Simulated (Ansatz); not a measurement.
These are PBE0-D3(BJ)/def2-SVP (Ansatz, a first-principles code) values and carry that method's errors. No frequencies were computed at this level.

Ansatz 0.2 input:
```yaml
crystal:
  periodic: [false, false, false]
  atoms:
    - { symbol: Si, position_ang: [2.847393, 0.420158, -0.287699] }
    - { symbol: C, position_ang: [1.082965, -0.280902, -0.172278] }
    - { symbol: C, position_ang: [0.944602, -1.657312, -0.351709] }
    - { symbol: C, position_ang: [-0.182529, -2.465921, -0.32944] }
    - { symbol: C, position_ang: [-1.515215, -2.14236, -0.120594] }
    - { symbol: C, position_ang: [-2.061908, -0.893011, 0.124346] }
    - { symbol: C, position_ang: [-1.411989, 0.322217, 0.218339] }
    - { symbol: C, position_ang: [-2.03739, 1.546006, 0.469247] }
    - { symbol: C, position_ang: [-1.073258, 2.546495, 0.494254] }
    - { symbol: C, position_ang: [0.179829, 1.987025, 0.261474] }
    - { symbol: C, position_ang: [0.045021, 0.60905, 0.081379] }
    - { symbol: H, position_ang: [3.763957, -0.690536, -0.558031] }
    - { symbol: H, position_ang: [3.216016, 1.047234, 0.982556] }
    - { symbol: H, position_ang: [2.926885, 1.385023, -1.385593] }
    - { symbol: H, position_ang: [1.868784, -2.191866, -0.540782] }
    - { symbol: H, position_ang: [0.010169, -3.519279, -0.503208] }
    - { symbol: H, position_ang: [-2.212879, -2.970294, -0.153514] }
    - { symbol: H, position_ang: [-3.137676, -0.856658, 0.26086] }
    - { symbol: H, position_ang: [-3.093392, 1.681067, 0.61743] }
    - { symbol: H, position_ang: [-1.264491, 3.591625, 0.666676] }
    - { symbol: H, position_ang: [1.105108, 2.532236, 0.226284] }
basis:
  gaussian: { orbitals: def2-svp }
hamiltonian:
  xc: pbe0
  dispersion: d3bj
relax:
  max_steps: 150
```

Output:

```
Functional definition: PBE0
2405 factors; integrals over basis functions are off by at most 4.1e-4 eV
mean field evaluation 1: about -18374.3433 eV, gradient 5.6e1 eV
mean field evaluation 2: about -18373.4169 eV, gradient 6.0e1 eV
mean field evaluation 4: about -18383.0463 eV, gradient 6.6e0 eV
mean field evaluation 8: about -18383.2473 eV, gradient 7.5e-1 eV
mean field evaluation 16: about -18383.2487 eV, gradient 3.1e-4 eV
mean field -18383.24866773 eV, -675.5719279256 hartree, gradient 8.0e-5 eV, S^2 0.000000; 0 other end points of the search recorded, 0 dependent functions left out
reference -18383.24870189 eV, -675.5719291811 hartree; 42, 42 occupied and 166, 166 virtual orbitals, 2405 factors
relax step   1: F+E_penalty+E_count = -18383.88478525 eV  Δ(F+E_penalty+E_count) = +0.000e0 eV  max|allowed force component| = 6.667e-1 eV/Å  Δτ_max = 0.0000 Å  (31 SCF iters, accepted)
these checks for a lower state are left out or cut short: starts, cluster_reference, orbital_swaps, neighbouring_geometries, increment
2405 factors; integrals over basis functions are off by at most 4.2e-4 eV
mean field -18383.32462076 eV, -675.5747191479 hartree, gradient 1.9e-5 eV, S^2 0.000000; 0 other end points of the search recorded, 0 dependent functions left out
reference -18383.32465526 eV, -675.5747204157 hartree; 42, 42 occupied and 166, 166 virtual orbitals, 2405 factors
relax step   2: F+E_penalty+E_count = -18383.95882093 eV  Δ(F+E_penalty+E_count) = -7.404e-2 eV  max|allowed force component| = 2.115e-1 eV/Å  Δτ_max = 0.0318 Å  (36 SCF iters, accepted)
these checks for a lower state are left out or cut short: starts, cluster_reference, orbital_swaps, neighbouring_geometries, increment
2405 factors; integrals over basis functions are off by at most 4.3e-4 eV
mean field evaluation 32: about -18383.3307 eV, gradient 1.7e-5 eV
mean field -18383.33074030 eV, -675.5749440370 hartree, gradient 1.6e-5 eV, S^2 0.000000; 0 other end points of the search recorded, 0 dependent functions left out
reference -18383.33077489 eV, -675.5749453081 hartree; 42, 42 occupied and 166, 166 virtual orbitals, 2405 factors
relax step   3: F+E_penalty+E_count = -18383.96441055 eV  Δ(F+E_penalty+E_count) = -5.590e-3 eV  max|allowed force component| = 4.649e-2 eV/Å  Δτ_max = 0.0102 Å  (38 SCF iters, accepted)
these checks for a lower state are left out or cut short: starts, cluster_reference, orbital_swaps, neighbouring_geometries, increment
2405 factors; integrals over basis functions are off by at most 4.3e-4 eV
mean field -18383.33086549 eV, -675.5749486374 hartree, gradient 1.4e-5 eV, S^2 0.000000; 0 other end points of the search recorded, 0 dependent functions left out
reference -18383.33090008 eV, -675.5749499087 hartree; 42, 42 occupied and 166, 166 virtual orbitals, 2405 factors
relax step   4: F+E_penalty+E_count = -18383.96455213 eV  Δ(F+E_penalty+E_count) = -1.416e-4 eV  max|allowed force component| = 2.634e-2 eV/Å  Δτ_max = 0.0019 Å  (30 SCF iters, accepted)
these checks for a lower state are left out or cut short: starts, cluster_reference, orbital_swaps, neighbouring_geometries, increment
2405 factors; integrals over basis functions are off by at most 4.2e-4 eV
mean field -18383.33091771 eV, -675.5749505567 hartree, gradient 2.4e-5 eV, S^2 0.000000; 0 other end points of the search recorded, 0 dependent functions left out
reference -18383.33095231 eV, -675.5749518279 hartree; 42, 42 occupied and 166, 166 virtual orbitals, 2405 factors
relax step   5: F+E_penalty+E_count = -18383.96461714 eV  Δ(F+E_penalty+E_count) = -6.501e-5 eV  max|allowed force component| = 7.128e-3 eV/Å  Δτ_max = 0.0013 Å  (29 SCF iters, accepted)
2405 factors; integrals over basis functions are off by at most 4.2e-4 eV
mean field evaluation 64: about -18383.3309 eV, gradient 1.2e-4 eV
mean field -18383.33091771 eV, -675.5749505567 hartree, gradient 2.4e-5 eV, S^2 0.000000; 1 other end points of the search recorded, 0 dependent functions left out
reference -18383.33095231 eV, -675.5749518280 hartree; 42, 42 occupied and 166, 166 virtual orbitals, 2405 factors
Total energy: -18383.96465173 eV, -675.5982398522 hartree
Atom 0 at     2.842957     0.405878    -0.289189 Å, force    -0.001174    -0.001000    -0.000003 eV/Å
Atom 1 at     1.082890    -0.289770    -0.173537 Å, force     0.000827    -0.007128    -0.001127 eV/Å
Atom 2 at     0.958331    -1.673814    -0.355745 Å, force    -0.001197     0.003539     0.000657 eV/Å
Atom 3 at    -0.180826    -2.487299    -0.332703 Å, force     0.000132    -0.000004     0.000004 eV/Å
Atom 4 at    -1.515864    -2.155682    -0.122413 Å, force    -0.000512    -0.000777    -0.000040 eV/Å
Atom 5 at    -2.063675    -0.894150     0.124409 Å, force    -0.002721     0.000460     0.000333 eV/Å
Atom 6 at    -1.420442     0.331577     0.220709 Å, force     0.002746    -0.000320    -0.000374 eV/Å
Atom 7 at    -2.057344     1.560012     0.473685 Å, force    -0.002339     0.000388     0.000284 eV/Å
Atom 8 at    -1.084334     2.563861     0.498074 Å, force     0.002970     0.002350     0.000095 eV/Å
Atom 9 at     0.184155     2.004461     0.263426 Å, force    -0.001097     0.005363     0.000837 eV/Å
Atom 10 at     0.044133     0.620040     0.083049 Å, force    -0.000872    -0.002174    -0.000165 eV/Å
Atom 11 at     3.778948    -0.724683    -0.564722 Å, force    -0.000055     0.000521     0.000083 eV/Å
Atom 12 at     3.239945     1.070246     0.988921 Å, force     0.000582     0.000284     0.000404 eV/Å
Atom 13 at     2.949412     1.409688    -1.390815 Å, force     0.000482     0.000405    -0.000436 eV/Å
Atom 14 at     1.890124    -2.215638    -0.546785 Å, force     0.001419     0.002123     0.000128 eV/Å
Atom 15 at     0.012814    -3.550643    -0.508011 Å, force    -0.001584    -0.002160    -0.000127 eV/Å
Atom 16 at    -2.226105    -2.986677    -0.154234 Å, force     0.002210    -0.001904    -0.000540 eV/Å
Atom 17 at    -3.150217    -0.862329     0.261590 Å, force     0.001811     0.001587     0.000035 eV/Å
Atom 18 at    -3.128971     1.689447     0.622973 Å, force     0.000282     0.000259     0.000017 eV/Å
Atom 19 at    -1.276428     3.623731     0.672717 Å, force    -0.001073    -0.000503     0.000012 eV/Å
Atom 20 at     1.120498     2.561739     0.228598 Å, force    -0.000837    -0.001309    -0.000077 eV/Å
Dipole moment:    -0.132154    -0.239572    -0.018036 e Å
```

Cost: about 4 core-minutes (a rough figure).
